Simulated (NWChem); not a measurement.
Species: MgO; SMILES [O]=[Mg]

```xyz
2

Mg     0.0000     0.0000    -0.7071
O      0.0000     0.0000     1.0356
```
Atoms are numbered in this order, from 1.

STO-3G and 3-21G are far too small for this property and stand as cheap habits. All runs use the structure optimised with B3LYP/6-31G* (spherical d).

**Question.** List the 4 lowest vertical singlet excitations from Hartree-Fock/3-21G, CIS (NWChem).

**Answer.** 
| state | energy (eV) | oscillator strength | leading excitation (squared amplitude) |
|---|---|---|---|
| S1 | 0.40 | 0.002 | HOMO−1 → LUMO (0.91) |
| S2 | 0.40 | 0.002 | HOMO−2 → LUMO (0.91) |
| S3 | 2.76 | 0.225 | HOMO → LUMO (0.72) |
| S4 | 4.91 | 0.273 | HOMO → LUMO+2 (0.70) |
